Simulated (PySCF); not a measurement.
## How methods differ on the ionisation energy of In

In [Kr] 4d10 5s2 5p1 (2P) → In⁺ [Kr] 4d10 5s2 (1S), as a difference of total energies. All numbers are calculated (PySCF 2.14, the spin-free X2C one-electron Hamiltonian (Gaussian nucleus), in x2c-TZVPall). Correlated levels: valence: [Kr] 4d10 frozen. The calculations carry no spin-orbit coupling.

```csv
method,ionisation energy (eV)
UHF,5.205
PBE0,5.614
r2SCAN,5.704
MP2 (valence),5.378
SCS-MP2 (valence),5.361
```

Q: How much does correlation contribute at MP2 (valence)?

A: 5.378 − (5.205) = 0.173 eV, measured against UHF.

Errors of the correlated levels include the incompleteness of this basis and the frozen core.

For comparison: 5.603 eV (measured; NIST levels, between the centres of gravity of the two terms).
